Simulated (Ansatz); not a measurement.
`[F][Sn]([F])([F])[GeH3]` + HBr → `[F][Sn]([F])([F])[Br]` + GeH₄ at 298.15 K and 1 bar (cleavage of the Sn–Ge bond).

Gas-phase electronic energies from Ansatz, PBE0-D4/def2-TZVP geometries. CCSD(T)/CBS is the MP2 limit (def2-TZVPP, def2-QZVPP) plus CCSD(T) − MP2 in def2-TZVPP, frozen cores. def2 core potentials past Kr. For Br, Ge, Sn outer-core shells are correlated without core-valence functions, which leaves a few kJ/mol of doubt a bond. Scalar relativity is left out up to krypton.

```csv
species,CCSD(T)/CBS energy (Eh),H − E (kJ/mol),S (J/(mol·K))
`[F][Sn]([F])([F])[GeH3]`,-2591.43115,102.5,397.3
HBr,-2573.91920,24.6,198.6
`[F][Sn]([F])([F])[Br]`,-3086.86202,38.7,358.5
GeH₄,-2078.49493,88.5,217.3
```

H − E and S are ideal-gas, rigid-rotor, harmonic terms from PBE0-D4/def2-TZVP. 1 Eh = 2625.50 kJ/mol, R = 8.31446 J/(mol·K).

Q: By hand: ΔE, ΔH, ΔS and ΔG.

A: ΔE = (-3086.86202) + (-2078.49493) − (-2591.43115) − (-2573.91920) = -0.00660 Eh = -17.3 kJ/mol. Δ(H − E) = 38.7 + 88.5 − 102.5 − 24.6 = 0.1, so ΔH = -17.2 kJ/mol. ΔS = 358.5 + 217.3 − 397.3 − 198.6 = -20.1 J/(mol·K). ΔG = -17.2 − 298.15 × (-20.1)/1000 = -11.2 kJ/mol.

Q: By hand: the equilibrium constant, and the temperature at which ΔG would vanish if ΔH and ΔS stayed fixed.

A: log₁₀ K = −ΔG/(RT ln 10) = 2.0. ΔG = 0 at ΔH/ΔS = 856 K.

TΔS isn't small against ΔH here. A doubt of 5 kJ/mol in ΔE shifts log₁₀ K by 0.9 here. Modes under 60 cm⁻¹, often nearly free rotors, make the harmonic entropy too high. These are equilibria of isolated gas molecules and say nothing of rates. Largest T1 diagnostic: 0.014 (customary marks: 0.02 for closed shells, 0.045 for open ones).
